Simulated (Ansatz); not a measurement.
C₄H₁₀Si₂, SMILES C([SiH3])([SiH3])CC#C.

The structure is a stationary point at TPSSh-D3(BJ)/def2-SVP. This is a generated structure with no PubChem entry under its InChIKey; it may be hypothetical. One conformer was computed; it need not be the lowest.

Two levels are set side by side: PBE/def2-SVPD (Ansatz, an electronic-structure program) and PBE0/def2-SVPD (Ansatz). Energy differences of separate SCF runs at the same geometry; the states with an electron removed or added have multiplicity 2 and 2. Differences are taken from unrounded values.

```csv
quantity,PBE0
vertical ionisation energy (eV),9.81
vertical singlet–triplet gap (eV),5.41
```

### Question
What does PBE give, and how far is it from PBE0? (The exact figures need the calculation; the answer reports its results.)

### Answer

```tsv
quantity	PBE	PBE minus PBE0
vertical ionisation energy (eV)	9.43	-0.38
vertical singlet–triplet gap (eV)	5.44	0.03
```
